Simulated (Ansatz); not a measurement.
Consider the ligand exchange at the Si–I bond: `N[SiH](S)I` + HCl → `N[SiH](S)Cl` + HI.

Computed with Ansatz on PBE0-D4/def2-TZVP structures; ΔE is electronic, products minus reactants. CCSD(T)/CBS is the MP2 limit (def2-TZVPP, def2-QZVPP) plus CCSD(T) − MP2 in def2-TZVPP, frozen cores. This one scheme is used for every species. DFT in def2-TZVPP. Elements past krypton have def2 core potentials. For I outer-core shells are correlated without core-valence functions, which leaves a few kJ/mol of doubt a bond. One conformer a species, not always the lowest.

`N[SiH](S)I`:

```xyz
8

N     0.101    0.494   -1.356
Si   -0.202   -0.356    0.082
S     1.652   -0.390    1.118
I    -1.913    0.602    1.582
H    -0.522    0.392   -2.142
H     0.529    1.405   -1.330
H    -0.735   -1.683   -0.290
H     1.090   -0.464    2.335
```

HCl:

Cartesian coordinates in Å:
```
Cl 0.463 0.316 0.308
H -0.463 -0.316 -0.308
```

`N[SiH](S)Cl`:

```xyz
8

N     0.149    0.424   -1.347
Si    0.316    0.012    0.288
S    -1.539    0.512    1.192
Cl    0.702   -1.980    0.694
H     0.959    0.587   -1.922
H    -0.644    0.114   -1.885
H     1.486    0.741    0.817
H    -1.429   -0.408    2.163
```

HI:

```xyz
2

I    -0.758    0.010    0.271
H     0.758   -0.010   -0.271
```

Q: Is it downhill or uphill in electronic energy at CCSD(T)/CBS, and by how much? (Estimate.)

A: Ansatz gave: Downhill: ΔE = -2.8 kcal/mol.

Q: What do these levels give: LDA (SPW92), BHLYP-D4, CAM-B3LYP-D4, PBE, CAM-B3LYP, LC-ωPBE? (Best estimate.)

A: Ansatz gave: LDA (SPW92) -3.5, BHLYP-D4 -3.8, CAM-B3LYP-D4 -5.0, PBE -3.2, CAM-B3LYP -5.7, LC-ωPBE -4.5 kcal/mol.

Q: What do rigid-rotor, harmonic-oscillator terms from PBE0-D4/def2-TZVP frequencies (298.15 K, 1 bar) make of the CCSD(T)/CBS value? (Estimate.)

A: The calculation gave: ΔZPE = -0.5 kcal/mol, ΔH = -3.4 kcal/mol, ΔS = -1 J/(mol·K), ΔG = -3.4 kcal/mol.

Largest T1 diagnostic among the species: 0.010.

In def2-TZVPP, CCSD(T) changes the Hartree–Fock value by +1.5 kcal/mol (the triples alone add +0.4 kcal/mol) and MP2 by +2.9 kcal/mol. At CCSD(T), def2-SVP lies −2.0 kcal/mol from the extrapolated value and def2-TZVPP −1.3 kcal/mol.
